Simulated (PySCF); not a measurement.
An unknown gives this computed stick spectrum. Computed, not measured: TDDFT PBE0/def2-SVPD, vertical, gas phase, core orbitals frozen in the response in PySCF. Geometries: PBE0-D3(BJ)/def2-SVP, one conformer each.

```
state  ν̃ (cm⁻¹)       f  main configurations (H = HOMO, L = LUMO)
   S1      41890  0.0050                     H→L (82%), H→L+1 (9%)
   S2      44650  0.0093                    H→L+1 (86%), H→L (10%)
   S3      47010   0.017                               H→L+2 (86%)
   S4      48170  0.0066                  H-2→L (56%), H-1→L (39%)
   S5      49580   0.017                  H-1→L (54%), H-2→L (40%)
   S6      50520   0.018                  H→L+4 (54%), H→L+3 (33%)
   S7      51720   0.011                  H→L+3 (53%), H→L+4 (34%)
   S8      52390   0.058                             H-1→L+1 (91%)
   S9      53550   0.014                 H-2→L+1 (83%), H→L+5 (8%)
  S10      53780   0.024                 H→L+5 (77%), H-2→L+1 (9%)
```

Triplets computed (Tamm–Dancoff): 4.98, 5.29, 5.51, 5.70 eV.

Orbital energies (eV): HOMO-3 -8.42, HOMO-2 -7.18, HOMO-1 -7.07, HOMO -6.11, LUMO 0.20, LUMO+1 0.51, LUMO+2 0.73.

**Question.** Which candidate is it? All have the formula C5H16N2Si2.
A. `CC[C@@H]1C[Si@@H](NC)N[SiH2]1`
B. `CCC(C)(C)[SiH]1N[SiH2]N1`
C. `CN(C)[Si@@H]1CCC[Si@H]1N`

**Answer.** C. Its S1, at 5.19 eV, is the lowest among the candidates; the nearest of the others has S1 at 5.59 eV. S1 is HOMO→LUMO (82%), HOMO→LUMO+1 (9%). Löwdin shares by element: HOMO nitrogen 52% or more, carbon 16% or more, silicon 8% or more (atoms not listed hold the other 24%); LUMO silicon 42%, nitrogen 9% or more, hydrogen 9% or more (atoms not listed hold the other 40%). At the same level the other candidates give, for their lowest levels:
- `CCC(C)(C)[SiH]1N[SiH2]N1`: 5.59 eV (f 0.001); 5.78 eV (f 0.018); 6.47 eV (f 0.013); 6.62 eV (f 0.001); 6.83 eV (f 0.003); T1 5.36 eV; HOMO -6.92, LUMO -0.08 eV
- `CC[C@@H]1C[Si@@H](NC)N[SiH2]1`: 5.81 eV (f 0.003); 6.10 eV (f 0.004); 6.32 eV (f 0.010); 6.61 eV (f 0.014); 6.68 eV (f 0.007); T1 5.65 eV; HOMO -6.55, LUMO 0.40 eV

Without π bonds the low states are Rydberg-like; a valence basis with one diffuse set may place them up to an eV too high.
